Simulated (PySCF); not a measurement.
CCl3, SMILES Cl[C-](Cl)Cl, charge -1. Atoms are numbered in the order given.

```xyz
4

C      0.0000     0.0000    -0.7438
Cl     1.5003    -0.8662     0.0875
Cl     0.0000     1.7324     0.0875
Cl    -1.5003    -0.8662     0.0875
```
Charge -1, spin multiplicity 1.

Coordinates come from a r2SCAN-D4/def2-SVPD optimisation.

The numbers are results of PySCF with PBE/pcSseg-2, not measurements.

GIAO shieldings, no solvent; atoms alike by connectivity are averaged. δ = σ(ref) − σ: ¹³C against TMS (σ = 181.4 ppm); ³⁵Cl against HCl (σ = 936.5 ppm), references at their B3LYP-D3(BJ)/def2-TZVP geometries, non-relativistic (without spin–orbit terms, shifts of atoms bonded to Cl or Br come out too high).

Problem. Estimate the chemical shifts. (The exact figures need the calculation; the answer reports its results.)

Solution. 
| nucleus | atoms | count | δ (ppm) |
|---|---|---|---|
| ¹³C | C1 | 1 | 242.1 |
| ³⁵Cl | Cl2, Cl3, Cl4 | 3 | 481.7 |
